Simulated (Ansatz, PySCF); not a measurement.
Process, species as SMILES: COC=C(F)F [1,1-difluoro-2-methoxyethene] + 6 [H][H] (H2) -> 3 C (CH4) + 2 F (HF) + O (H2O)
Structures are relaxed separately at B3LYP-D3(BJ)/def2-TZVP in Ansatz (a program for electronic structure), one conformer each, not searched for the lowest.

Property: energy of full hydrogenation (electronic energy difference), in kJ/mol. Cores are frozen in the correlated levels unless marked. No spin-orbit coupling. Non-relativistic. CBS marks a two-point X^-3 extrapolation of the correlation energy; Hartree-Fock from the larger set. The bracket is a focal-point correction in the basis named.

```json
[
 {"level": "SVWN5/def2-TZVPD", "program": "Ansatz", "energy of full hydrogenation (kJ/mol)": "-609.5"},
 {"level": "r2SCAN-D4/def2-TZVPD", "program": "Ansatz + dftd4", "energy of full hydrogenation (kJ/mol)": "-605.1"},
 {"level": "PBE0/STO-3G", "program": "Ansatz", "energy of full hydrogenation (kJ/mol)": "-272.0"},
 {"level": "PBE0/def2-SVP", "program": "Ansatz", "energy of full hydrogenation (kJ/mol)": "-586.3"},
 {"level": "TPSSh/def2-TZVPD", "program": "PySCF", "energy of full hydrogenation (kJ/mol)": "-574.2"},
 {"level": "RI-MP2/aug-cc-pVQZ", "program": "Ansatz", "energy of full hydrogenation (kJ/mol)": "-668.2"},
 {"level": "SCS-MP2/aug-cc-pVDZ", "program": "Ansatz", "energy of full hydrogenation (kJ/mol)": "-683.1"},
 {"level": "CCSD/6-31G*", "program": "Ansatz", "energy of full hydrogenation (kJ/mol)": "-511.6"},
 {"level": "CCSD/cc-pVTZ", "program": "Ansatz", "energy of full hydrogenation (kJ/mol)": "-654.5"},
 {"level": "RI-MP2/CBS(cc-pVTZ,cc-pVQZ)+[CCSD(T)-MP2]/cc-pVTZ", "program": "Ansatz", "energy of full hydrogenation (kJ/mol)": "-653.8"}
]
```
